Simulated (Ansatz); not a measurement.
C3H5AlO2, SMILES `C#CO[CH2][AlH][OH]` at its PBE0-D4/def2-TZVP geometry, where that method's forces vanish. Total charge 0; spin multiplicity 1.

```xyz
11

C    -0.7289   -1.6434   -0.5918
C    -0.2617   -1.4102    0.5048
O     0.2864   -0.9624    1.5603
C     0.8532    0.3804    1.1555
Al    0.2378    0.5553   -0.7808
O    -1.0745    1.5883   -1.1224
H    -1.1789   -2.0429   -1.4705
H     1.9273    0.2977    1.3294
H     0.4382    1.0846    1.8784
H     1.2591    0.3323   -1.9650
H    -1.7581    1.8204   -0.4978
```

Task: What forces (eV/Å) does B3LYP-D4/def2-TZVPP give on these atoms in Ansatz? (Estimate.)

Result: The calculation gave: 
```
C1  -0.028 -0.065  0.016
C2  -0.241 -0.350 -0.229
O3  -0.030 -0.165  0.191
C4   0.232  0.415  0.043
Al5  0.203  0.067 -0.159
O6  -0.030  0.017  0.003
H7   0.046  0.038  0.093
H8  -0.071  0.019  0.001
H9   0.043 -0.041 -0.045
H10 -0.072  0.025  0.086
H11 -0.052  0.039  0.001
```

B3LYP here is the variant with VWN-RPA as its local correlation; programs differ in this.
